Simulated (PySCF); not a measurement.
The dipole of `O=NC1=CC=CC=C1` from its density and from atomic charges.

Coordinates (GFN2-xTB, Å) and charges (e) from the PBE0/pcSseg-1 density (PySCF):

```json
{"atom": "O1", "x": "-2.418", "y": "-2.177", "z": "0.235", "Mulliken": "-0.2629", "IAO": "-0.2775", "Hirshfeld": "-0.1415", "ESP-fitted": "-0.1578"}
{"atom": "N2", "x": "-2.275", "y": "-1.018", "z": "-0.136", "Mulliken": "-0.0093", "IAO": "+0.0604", "Hirshfeld": "+0.0054", "ESP-fitted": "-0.3118"}
{"atom": "C3", "x": "-0.998", "y": "-0.454", "z": "-0.056", "Mulliken": "-0.0535", "IAO": "+0.0525", "Hirshfeld": "+0.0133", "ESP-fitted": "+0.8501"}
{"atom": "C4", "x": "-0.892", "y": "0.874", "z": "-0.483", "Mulliken": "-0.0132", "IAO": "-0.1210", "Hirshfeld": "-0.0274", "ESP-fitted": "-0.5814"}
{"atom": "C5", "x": "0.333", "y": "1.509", "z": "-0.440", "Mulliken": "-0.0680", "IAO": "-0.1530", "Hirshfeld": "-0.0410", "ESP-fitted": "+0.1506"}
{"atom": "C6", "x": "1.451", "y": "0.828", "z": "0.023", "Mulliken": "-0.0604", "IAO": "-0.1198", "Hirshfeld": "-0.0224", "ESP-fitted": "-0.4120"}
{"atom": "C7", "x": "1.352", "y": "-0.491", "z": "0.446", "Mulliken": "-0.0701", "IAO": "-0.1466", "Hirshfeld": "-0.0383", "ESP-fitted": "+0.0212"}
{"atom": "C8", "x": "0.134", "y": "-1.135", "z": "0.411", "Mulliken": "+0.0227", "IAO": "-0.1336", "Hirshfeld": "-0.0333", "ESP-fitted": "-0.3946"}
{"atom": "H9", "x": "-1.779", "y": "1.375", "z": "-0.838", "Mulliken": "+0.0998", "IAO": "+0.1745", "Hirshfeld": "+0.0584", "ESP-fitted": "+0.2026"}
{"atom": "H10", "x": "0.425", "y": "2.534", "z": "-0.767", "Mulliken": "+0.1019", "IAO": "+0.1624", "Hirshfeld": "+0.0577", "ESP-fitted": "+0.1174"}
{"atom": "H11", "x": "2.408", "y": "1.328", "z": "0.055", "Mulliken": "+0.1042", "IAO": "+0.1627", "Hirshfeld": "+0.0595", "ESP-fitted": "+0.2127"}
{"atom": "H12", "x": "2.230", "y": "-1.011", "z": "0.801", "Mulliken": "+0.1027", "IAO": "+0.1620", "Hirshfeld": "+0.0581", "ESP-fitted": "+0.1438"}
{"atom": "H13", "x": "0.024", "y": "-2.161", "z": "0.733", "Mulliken": "+0.1063", "IAO": "+0.1771", "Hirshfeld": "+0.0515", "ESP-fitted": "+0.1595"}
```

Question: What dipole does each set of charges give (1 e·Å = 4.803 D), and what does the density give?

Answer: The full density gives (3.45, 2.24, -0.04) D, 4.12 D in size; dipole vectors point from the negative to the positive end.

| scheme | μx | μy | μz | size (D) | share of the full size (%) | angle to the full dipole (°) |
| --- | --- | --- | --- | --- | --- | --- |
| Mulliken | 4.17 | 3.13 | -0.19 | 5.22 | 127 | 4 |
| IAO | 3.19 | 3.01 | -0.36 | 4.40 | 107 | 11 |
| Hirshfeld | 2.08 | 1.85 | -0.19 | 2.79 | 68 | 9 |
| ESP-fitted | 3.44 | 2.20 | -0.03 | 4.08 | 99 | 0 |

Question: Which set comes closest?

Answer: Length of the difference vector: ESP-fitted 0.05 D, IAO 0.88 D, Mulliken 1.15 D, Hirshfeld 1.44 D. Closest: ESP-fitted. ESP charges are fitted to the potential around the molecule, whose slowest-falling term is the dipole's. The schemes that divide the density aren't constrained to reproduce the dipole.

Question: What is left for the Hirshfeld atoms' own dipoles?

Answer: The Hirshfeld atoms' densities add up to the full density, so μ = Σ q r + Σ (atomic dipoles). The atomic dipoles sum to (3.45, 2.24, -0.04) − (2.08, 1.85, -0.19) = (1.37, 0.39, 0.15) D, 1.44 D in size.

Question: With the origin at the mean of the coordinates, (0.000, 0.000, -0.001) Å, which are the largest single terms, by size, of the Hirshfeld dipole along the direction of the full one?

Answer: O1 +2.19, H11 +0.78, H10 +0.48, H12 +0.37, H13 -0.29 D; all 13 atoms together +2.75 D. The single terms depend on the origin, their sum doesn't.

Question: Give the size of the full dipole in other units.

Answer: 4.12 D = 1.620 au = 0.858 e·Å = 13.74 × 10⁻³⁰ C·m.

The structure is a single GFN2-xTB conformer in the gas phase; no vibrational or solvent corrections.

Shape of the structure used: `[O:1]=[N:2][c:3]1[cH:4][cH:5][cH:6][cH:7][cH:8]1`: O1–N2–C3–C4 180°.
